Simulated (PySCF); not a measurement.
## Copper: a sound run and one with changed settings

Sound run: Cu [Ar] 3d10 4s1, Cu⁺ [Ar] 3d10. All numbers are calculated (PySCF 2.14, the spin-free X2C one-electron Hamiltonian (Gaussian nucleus), in Sapporo-DKH3-DZP-2012). The sound run starts from symmetry-adapted Hartree-Fock orbitals and uses a fine grid where one is needed.

A second run was set up differently.

```csv
species,method,sound run (hartree),changed run (hartree),converged
Cu,UHF,-1653.10966,-1653.10966,yes
Cu,TPSS,-1654.76144,-1654.86837,yes
Cu,BP86,-1655.02664,-1655.22834,yes
Cu⁺,UHF,-1652.86827,-1652.86827,yes
Cu⁺,TPSS,-1654.46713,-1654.56409,yes
Cu⁺,BP86,-1654.71863,-1654.90798,yes
```

Ionisation energy of Cu:

```tsv
method	sound run (eV)	changed run (eV)
UHF	6.569	6.569
TPSS	8.009	8.280
BP86	8.381	8.717
```

(1) What was changed?
A. minimal basis
B. all electrons correlated in a valence basis
C. radial grid too coarse
D. level shift left on

Answers

(1) C. It used radial step 0.8 in ln r (0.13 in the sound run). A coarse radial grid mis-integrates the density and the exchange-correlation energy, with errors of either sign; Hartree-Fock needs no grid.
